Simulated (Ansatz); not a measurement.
Reaction (formal exchange of groups at a C–Si bond): `OC[SiH](O)S` + `CCCCCCC` → `CCCCC(CC)CO` + `O[SiH2]S`

Isolated molecules relaxed with PBE0-D4/def2-TZVP in Ansatz; ΔE leaves out vibrations. CCSD(T)/CBS is the MP2 limit (def2-TZVPP, def2-QZVPP) plus CCSD(T) − MP2 in def2-TZVPP, frozen cores. DFT in def2-TZVPP. B3LYP here is the variant with VWN-RPA as its local correlation; programs differ in this. Each species was taken in one conformer, which may not be the lowest.

`OC[SiH](O)S`:

Z-matrix (Å, degrees):
```
C
Si 1 1.881
O 1 1.427 2 108.6
H 1 1.094 2 109.6 3 -115.9
H 1 1.098 2 113.2 3 125.0
S 2 2.150 1 102.5 3 -65.9
O 2 1.640 1 110.4 3 53.1
H 2 1.480 1 115.3 3 172.6
H 3 0.963 1 107.9 2 60.3
H 6 1.343 2 94.5 1 157.9
H 7 0.961 2 114.9 1 -40.6
```

`CCCCCCC`:

Z-matrix (Å, degrees):
```
C
C 1 1.520
H 1 1.093 2 111.2
H 1 1.092 2 111.9 3 120.1
H 1 1.094 2 111.0 3 -119.8
C 2 1.523 1 114.1 3 176.7
H 2 1.095 1 109.0 3 54.8
H 2 1.097 1 109.5 3 -60.7
C 6 1.520 2 114.5 1 64.8
H 6 1.098 2 109.2 1 -57.9
H 6 1.096 2 109.0 1 -173.3
C 9 1.519 6 113.1 2 177.1
H 9 1.096 6 110.0 2 -60.8
H 9 1.098 6 109.2 2 55.1
C 12 1.520 9 113.5 6 -179.9
H 12 1.098 9 109.3 6 57.9
H 12 1.098 9 109.4 6 -57.6
C 15 1.519 12 113.1 9 180.0
H 15 1.096 12 109.2 9 -57.7
H 15 1.096 12 109.1 9 57.7
H 18 1.094 15 111.1 12 -59.7
H 18 1.094 15 111.1 12 59.8
H 18 1.092 15 111.7 12 -179.9
```

`CCCCC(CC)CO`:

```xyz
27

C     2.739    1.068    1.755
C     1.256    1.323    1.973
C     0.347    0.243    1.399
C     0.379    0.153   -0.118
C    -0.476   -0.967   -0.704
C    -1.965   -0.860   -0.369
C    -2.637    0.436   -0.798
C    -0.262   -1.080   -2.209
O     1.073   -1.371   -2.568
H     3.000    1.057    0.695
H     3.346    1.840    2.233
H     3.036    0.104    2.179
H     0.982    2.291    1.537
H     1.063    1.411    3.048
H    -0.678    0.434    1.735
H     0.628   -0.729    1.826
H     1.405    0.000   -0.463
H     0.062    1.112   -0.545
H    -0.125   -1.915   -0.266
H    -2.097   -0.990    0.709
H    -2.484   -1.706   -0.834
H    -3.699    0.420   -0.544
H    -2.197    1.304   -0.302
H    -2.564    0.599   -1.876
H    -0.949   -1.834   -2.621
H    -0.493   -0.130   -2.698
H     1.310   -2.214   -2.172
```

`O[SiH2]S`:

```xyz
7

O    -0.626   -1.361   -0.117
Si   -0.226    0.196   -0.449
S     1.321    0.962    0.803
H     0.090   -1.998   -0.075
H     0.336    0.363   -1.813
H    -1.488    0.947   -0.279
H     0.592    0.891    1.931
```

```csv
level,ΔE (kJ/mol),difference from CCSD(T)/CBS
PBE-D4,28.4,8.8
r2SCAN-D4,26.7,7.1
PBE0-D4,25.2,5.6
B3LYP-D4,26.3,6.7
ωB97X-V,20.5,0.9
ωB97M-V,22.4,2.8
B2PLYP,25.8,6.2
PBE,32.4,12.8
r2SCAN,28.7,9.1
PBE0,29.0,9.4
B3LYP,31.8,12.2
HF/def2-TZVPP,24.7,5.1
MP2/def2-TZVPP,15.9,-3.7
SCS-MP2/def2-TZVPP,16.8,-2.8
CCSD/def2-TZVPP,17.6,-2.0
CCSD(T)/def2-TZVPP,16.6,-3.0
HF/def2-QZVPP,24.8,5.2
MP2/def2-QZVPP,17.7,-1.9
SCS-MP2/def2-QZVPP,18.6,-1.0
HF/CBS(def2),24.8,5.2
MP2/CBS(def2),18.9,-0.7
CCSD/CBS(def2),20.6,1.0
CCSD(T)/CBS,19.6,0
```

Largest T1 diagnostic among the species: 0.011.

In def2-TZVPP, CCSD(T) changes the Hartree–Fock value by −8.1 kJ/mol (the triples alone add −1.0 kJ/mol) and MP2 by −8.8 kJ/mol. The D4 term adds −5.5 kJ/mol with B3LYP and −3.7 kJ/mol with PBE0; it sums over pairs of atoms, weighted by their polarisabilities, and B3LYP, whose exchange is more repulsive, gets the larger term.
